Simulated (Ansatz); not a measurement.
C₆H₁₄Cl₂O₂Zr (`CC(C)[O][Zr]([Cl])([Cl])[O]C(C)C`), relaxed with RKS PBE-D4/def2-SVP in the Gaussian-basis code of Ansatz from a rough embedded geometry. The force threshold is 0.03 eV/Å; the program also tests the step.

Total charge 0; spin multiplicity 1. Zr: def2 effective core potential.

Start:

```xyz
25

C     1.002   -2.833    0.194
C     1.035   -1.316    0.262
C     2.326   -0.765    0.929
O    -0.163   -0.905    0.959
Zr   -1.605   -0.294    1.891
Cl   -0.514    0.792    2.923
Cl   -2.626   -1.531    0.775
O    -1.541    0.879    0.510
C    -1.446    1.833   -0.535
C    -0.052    2.465   -0.579
C    -1.714    1.091   -1.862
H     1.064   -3.241    1.285
H     0.178   -3.229   -0.224
H     1.947   -3.191   -0.306
H     0.976   -0.933   -0.792
H     2.241    0.351    0.964
H     2.355   -1.131    2.000
H     3.197   -1.074    0.388
H    -2.196    2.605   -0.423
H     0.184    2.978    0.409
H     0.048    3.185   -1.397
H     0.729    1.665   -0.782
H    -0.985    0.204   -2.020
H    -2.728    0.612   -1.823
H    -1.713    1.780   -2.746
```

Q: By how much does the energy fall, and how many steps does the optimiser take? (Best estimate.)

A: Ansatz gave: 263.18 kcal/mol, in 21 steps.

Q: Which bonds change most? (An estimate is asked.)

A: Ansatz gave: Zr5–Cl6 from 1.853 to 2.384 Å; Zr5–Cl7 from 1.955 to 2.385 Å; C1–H13 from 1.005 to 1.108 Å; Zr5–O8 from 1.813 to 1.910 Å.

Q: Give the relaxed structure. (An estimate is asked.)

A: Computed: 
```xyz
25

C     1.361   -3.292    0.625
C     1.393   -1.806    0.267
C     2.585   -1.067    0.877
O     0.190   -1.194    0.701
Zr   -1.357   -0.308    1.370
Cl   -0.882    0.459    3.578
Cl   -3.197   -1.823    1.298
O    -1.736    1.201    0.262
C    -1.675    2.206   -0.737
C    -0.315    2.901   -0.685
C    -1.982    1.591   -2.103
H     1.321   -3.423    1.726
H     0.471   -3.781    0.183
H     2.266   -3.806    0.244
H     1.433   -1.702   -0.843
H     2.567    0.006    0.598
H     2.559   -1.140    1.984
H     3.540   -1.503    0.520
H    -2.469    2.950   -0.491
H    -0.126    3.317    0.324
H    -0.269    3.731   -1.418
H     0.496    2.181   -0.925
H    -1.204    0.848   -2.376
H    -2.964    1.080   -2.090
H    -2.006    2.373   -2.889
```
